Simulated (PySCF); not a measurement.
Run record: geometry optimisation, `C#C[SiH2][SiH2]O`.

Computed with PBE0-D3(BJ)/def2-SVP geometry optimisation, gas phase (PySCF 2.14.0). Start geometry: GFN2-xTB. The input is one job of a driver script: a line of settings, then coordinates in Å.

Command:
```bash
OMP_NUM_THREADS=1 python probes_run.py task.json out
```

Input:
```
{"job": {"xc": "PBE0", "basis": "def2-SVP", "d3": "d3bj", "grid": 1, "shake": 0.01, "kind": "geom"}, "charge": 0, "multiplicity": 1}
C      1.557840     2.057830     1.104870
C      1.338790     0.989130     0.626420
Si     0.958880    -0.679150    -0.102590
Si    -1.266000    -1.023520    -0.217730
O     -2.046070     0.135590    -1.085910
H      1.720780     3.037320     1.513840
H      1.666160    -1.646090     0.782580
H      1.707770    -0.669550    -1.387130
H     -1.698780    -2.193690    -0.968030
H     -1.914720    -1.096340     1.131140
H     -1.986540     1.062660    -0.843280
```

Output:
```
step   0  E = -733.26901330  max force = 0.056531
step   1  E = -733.27840365  max force = 0.004593
step   2  E = -733.27862616  max force = 0.003030
step   3  E = -733.27882105  max force = 0.001346
step   4  E = -733.27896193  max force = 0.001120
step   5  E = -733.27907740  max force = 0.002014
step   6  E = -733.27912636  max force = 0.001934
step   7  E = -733.27917866  max force = 0.001120
step   8  E = -733.27924083  max force = 0.000773
step   9  E = -733.27930323  max force = 0.001299
step  10  E = -733.27936564  max force = 0.001505
step  11  E = -733.27941126  max force = 0.000967
step  12  E = -733.27945241  max force = 0.000511
step  13  E = -733.27947016  max force = 0.000509
step  14  E = -733.27948168  max force = 0.000302
optimisation converged
```

Energies in Eh; «max force» is the largest Cartesian gradient component in Eh/bohr.

Problem. How much energy does the optimisation release, in kcal/mol?

Solution. E(step 0) − E(last step) = 0.010468 Eh, which is 6.6 kcal/mol.

Main results: final energy -733.27948 Eh after 14 steps; dipole 1.29 D.

Problem. Give the final coordinates.

Solution. 0.420 Å rms from the input after alignment:
```
atom  x, y, z in Å
C1     1.1655    2.0881    0.9260
C2     1.1875    0.9253    0.5616
Si3    1.0421   -0.8177   -0.0199
Si4   -1.2882   -0.9996   -0.2977
O5    -1.7906    0.5060   -0.8158
H6     1.1785    3.1130    1.2538
H7     1.6276   -1.7351    1.0030
H8     1.8015   -0.9563   -1.2988
H9    -1.6946   -1.9906   -1.3330
H10   -1.9007   -1.3970    1.0103
H11   -1.2904    1.2383   -0.4352
```

The run took 44 s wall on an Intel Xeon 6975P-C with one thread, no GPU, on a shared host, and the process peaked at 0.46 GiB of memory.
Labels such as C1 count atoms from 1, the log's own numbers from 0.
